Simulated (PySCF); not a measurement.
**RuSCl₂, triplet: data card**

Level of theory: UPBE0/[Ru def2-SVP with ECP28, S def2-SVP, Cl def2-SVP], scalar-relativistic core potentials, density fitting, no spin–orbit coupling, PySCF.

The structure is a minimum.

```xyz
4
charge 0 multiplicity 3, angstrom
Ru   -0.0790    0.0000   -0.1725
S    -2.0435    0.0000   -0.8473
Cl    0.0035    0.0000    2.0295
Cl    2.0955    0.0000   -0.7561
```

```
Point group                                                                   : Cs
Bond lengths                                                                  : Ru–Cl 2.204 Å, Ru–Cl 2.251 Å, Ru–S 2.077 Å
Bond angles                                                                   : Cl–Ru–Cl 102.9°, Cl–Ru–S 111.1°, Cl–Ru–S 146.0°
Spin squared ⟨S²⟩                                                             : 2.198
Heat capacity Cp at 298.15 K                                                  : 75.6 J/(mol K)
Entropy at 298.15 K and 1 bar (electronic part: spin only)                    : 360.3 J/(mol K)
Atomisation energy without zero-point energy                                  : 955 kJ/mol
Highest occupied level (α)                                                    : -7.27 eV
Lowest empty level (α)                                                        : -5.30 eV
Principal quadrupole moments (Buckingham, traceless) about the centre of mass : -3.23, 1.61, 1.62 D Å
Principal polarisabilities                                                    : 41.7, 74.2, 111.1 bohr³
Enthalpy at 298.15 K above 0 K                                                : 18.05 kJ/mol
Rotational constants                                                          : 0.08874, 0.05859, 0.03529 cm⁻¹
Dipole moment                                                                 : 1.78 D
Zero-point energy                                                             : 9.3 kJ/mol
Rotational symmetry number                                                    : 1
```

Harmonic modes (masses in u: Ru 101.904, S 31.972, Cl 34.969):
```csv
symmetry,ω (cm⁻¹),IR (km/mol),μ (u),type
a',57,0.0,36.74,bend
a',109,0.3,38.88,bend
a'',130,1.0,49.40,bend
a',376,28.6,35.88,stretch
a',409,44.9,43.60,stretch
a',468,39.8,41.25,stretch
```

Charges (e):
```
atom  Mulliken  Löwdin  polar tensor  spin (Mulliken)  Mayer order to Ru1
 Ru1      0.28   -0.76          1.05             1.92                   –
  S2      0.02    0.40         -0.18            -0.28                2.05
 Cl3     -0.12    0.22         -0.39             0.18                1.23
 Cl4     -0.18    0.14         -0.48             0.18                1.12
```

Mulliken populations on Ru1 (electrons outside its core potential): s 2.53, p 6.55, d 6.63, f 0.01.

Outer orbital energies (eV). α occupied: -11.24, -10.07, -9.76, -9.53, -8.95, -8.65, -8.61, -7.27; empty: -5.30, -4.21, 0.40, 0.58. β occupied: -11.16, -10.52, -9.91, -9.85, -9.45, -9.40, -8.78, -7.95; empty: -4.60, -4.31, -4.00, -3.60.

Formally Ru is in oxidation state +4, d4, with 2 unpaired electrons (the high-spin count would be 4). The Mulliken spin on Ru is 1.92. The polar-tensor charge on Ru, 1.05, is far below the formal one.

This need not be the most stable arrangement of these atoms. Other spin states or occupations of the open shell can lie lower. At this level a triplet minimum of C2v symmetry lies 62 kJ/mol below this structure.

The final relaxation and frequency run took of the order of 6 core-minutes on a shared host.
